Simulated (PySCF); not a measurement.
## The first ionisation energy along the 4d series

All values are computed (PySCF 2.14, energy differences of UHF-based or UKS calculations, no spin-orbit coupling). Values in eV. The last column holds reference values (NIST; (s) semi-empirical, (t) theoretical, else measured). Unmarked ones compare directly (S terms, centres of terms, or small fine structure); those marked * lie between the lowest fine-structure levels and include a spin-orbit shift.

```csv
element,configurations,UHF,MP2 (valence),SCS-MP2 (valence),reference
"Zr (aug-cc-pwCVTZ-DK with one added diffuse shell each of s, p, d, f, g type, spin-free X2C)",[Kr] 4d2 5s2 → [Kr] 4d2 5s1,5.183,6.124,6.322,6.639
"Ru (aug-cc-pwCVTZ-DK with one added diffuse shell each of s, p, d, f, g type, spin-free X2C)",[Kr] 4d7 5s1 → [Kr] 4d7,6.294,7.191,6.914,7.365
"Rh (aug-cc-pwCVTZ-DK with one added diffuse shell each of s, p, d, f, g type, spin-free X2C)",[Kr] 4d8 5s1 → [Kr] 4d8,6.312,7.316,7.079,7.479
"Pd (aug-cc-pwCVTZ-DK with one added diffuse shell each of s, p, d, f, g type, spin-free X2C)",[Kr] 4d10 → [Kr] 4d9,6.247,8.750,8.502,8.512
```

**Question.** Which of these methods has the smallest mean absolute error against the measured values here?

**Answer.** MP2 (valence), with 0.272 eV.

```json
{"method": "UHF", "elements": "4", "mean error (eV)": "-1.490", "mean absolute error (eV)": "1.490", "largest error (eV)": "-2.265"}
{"method": "MP2 (valence)", "elements": "4", "mean error (eV)": "-0.154", "mean absolute error (eV)": "0.272", "largest error (eV)": "-0.515"}
{"method": "SCS-MP2 (valence)", "elements": "4", "mean error (eV)": "-0.294", "mean absolute error (eV)": "0.294", "largest error (eV)": "-0.451"}
```

Errors include the incompleteness of the basis and the frozen core.

"Valence" correlates the outer s and p shells and, in groups 3 to 12 and the f block, the outer d or f shell, open or full, or the next shell where the ion has no valence electron left; the wider scheme adds the next inner shell.
